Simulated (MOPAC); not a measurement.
Job for MOPAC: PM3 on NaSi-, 2S+1 = 3, a spin state set in the input, which need not be the lowest, a point of a bond scan (R = 2.898 Å). Charge -1.

```
PM3 1SCF PRECISE CHARGE=-1 UHF MS=1 THREADS=1
NaSi

Na     0.00000000 1     0.00000000 1     0.00000000 1
Si     0.00000000 1     0.00000000 1     2.89772600 1
```

Output:

```
*******************************************************************************
 **                                                                           **
 **                              MOPAC v23.2.5                                **
 **                                                                           **
 *******************************************************************************
 ** MOPAC's Digital Object Identifier: https://doi.org/10.5281/zenodo.6511958 **
 **                                                                           **
 ** Please cite the open-source release paper for use of this MOPAC version:  **
 ** J. E. Moussa and J. J. P. Stewart (2026)                                  **
 ** MOPAC: An open-source semiempirical molecular orbital program             **
 ** J. Open Source Softw., 11(119), 8025, https://doi.org/10.21105/joss.08025 **
 *******************************************************************************

                              PM3 CALCULATION RESULTS

 *******************************************************************************
 *  PM3        - The PM3 Hamiltonian to be used
 *  UHF        - UNRESTRICTED HARTREE-FOCK CALCULATION
 *
 *
 *
 *                 CHARGE ON SYSTEM = -1
 *
 *
 *
 *  MS=        - IN MECI, MAGNETIC COMPONENT OF SPIN =  1.0
 *  PRECISE    - TIGHTER CRITERIA TO BE USED
 *  1SCF       - DO 1 SCF AND THEN STOP
 *  THREADS=1  - MULTI-THREADING NOT USED
 *  T=         - A TIME OF 172800.0 SECONDS REQUESTED
 *  DUMP=N     - RESTART FILE WRITTEN EVERY 7200.0 SECONDS REQUESTED
 *******************************************************************************
PM3 1SCF PRECISE CHARGE=-1 UHF MS=1 THREADS=1
 NaSi

   ATOM   CHEMICAL          X               Y               Z
  NUMBER   SYMBOL      (ANGSTROMS)     (ANGSTROMS)     (ANGSTROMS)

     1      Na          0.00000000  *   0.00000000  *   0.00000000  *
     2      Si          0.00000000  *   0.00000000  *   2.89772600  *



          CARTESIAN COORDINATES

    NO.       ATOM           X           Y           Z

     1        Na          0.0000      0.0000      0.0000
     2        Si          0.0000      0.0000      2.8977

 Na: (PM3): J. J. P. STEWART, J. MOL. MOD., 10, 155-164 (2004)
 Si: (PM3): J. J. P. STEWART, J. COMP. CHEM. 10, 209 (1989).

           Empirical Formula: Na Si  =     2 atoms



      MOLECULAR POINT GROUP   :   C*v


          UHF CALCULATION, NO. OF ALPHA ELECTRONS =    4
                           NO. OF BETA  ELECTRONS =    2

 -------------------------------------------------------------------------------
 PM3 1SCF PRECISE CHARGE=-1 UHF MS=1 THREADS=1
 NaSi



     1SCF WAS SPECIFIED, SO BFGS WAS NOT USED
     SCF FIELD WAS ACHIEVED


                              PM3 CALCULATION
                                                       MOPAC v23.2.5 Linux




          FINAL HEAT OF FORMATION =         21.69431 KCAL/MOL =      90.76901 KJ/MOL


          COSMO AREA              =        127.65 SQUARE ANGSTROMS
          COSMO VOLUME            =        124.86 CUBIC ANGSTROMS

          IONIZATION POTENTIAL    =          6.409806 EV
          ALPHA SOMO LUMO (EV)    =         -6.410 -0.580
          BETA  SOMO LUMO (EV)    =         -6.475 -4.509
          NO. OF ALPHA ELECTRONS  =          4
          NO. OF BETA  ELECTRONS  =          2
          MOLECULAR WEIGHT        =         51.0753         POINT GROUP:  C*v

          MOLECULAR DIMENSIONS (Angstroms)

            Atom       Atom       Distance
           Si     2   Na     1     2.89773
           Si     2   Na     1     0.00000
           Na     1   Si     2     0.00000


          SCF CALCULATIONS        =          1





   ATOM   CHEMICAL          X               Y               Z
  NUMBER   SYMBOL      (ANGSTROMS)     (ANGSTROMS)     (ANGSTROMS)

     1      Na          0.00000000  *   0.00000000  *   0.00000000  *
     2      Si          0.00000000  *   0.00000000  *   2.89772600  *

                             CARTESIAN COORDINATES

   1   Na        0.000000000     0.000000000     0.000000000
   2   Si        0.000000000     0.000000000     2.897726000


           Empirical Formula: Na Si  =     2 atoms



      MOLECULAR POINT GROUP   :   C*v


          ALPHA EIGENVALUES
 -10.41737  -6.74558  -6.40981  -6.40981  -0.58022  -0.58022   1.00437  21.44742


           BETA EIGENVALUES
 -10.04046  -6.47457  -4.50870  -4.50870  -0.07546  -0.07546   1.24861  22.10130


              NET ATOMIC CHARGES AND DIPOLE CONTRIBUTIONS

  ATOM NO.   TYPE          CHARGE      No. of ELECS.   s-Pop       p-Pop
    1         Na          -2.246334        3.2463     0.00146     3.24487
    2         Si           1.246334        2.7537     1.87643     0.87723
 DIPOLE           X         Y         Z       TOTAL
 POINT-CHG.     0.000     0.000    25.000    25.000
 HYBRID        -0.000     0.000    -2.941     2.941
 SUM           -0.000     0.000    22.059    22.059


          ATOMIC ORBITAL ELECTRON POPULATIONS

     Atom    s        px        py        pz
    1 Na   0.00146   0.83008   0.83008   1.58470
    2 Si   1.87643   0.16992   0.16992   0.53740


                    (SZ)    =    1.000000
                    (S**2)  =    2.000565


          ATOMIC ORBITAL SPIN POPULATIONS

    Atom   Total    s     px     py     pz
         Atomic
    1 Na  1.6429  0.000  0.830  0.830 -0.017
    2 Si  0.3571 -0.004  0.170  0.170  0.021

 **********************
 *                    *
 * JOB ENDED NORMALLY *
 *                    *
 **********************




 == MOPAC DONE ==
```

The run finished.

Cost: very roughly 0.010 core-seconds.
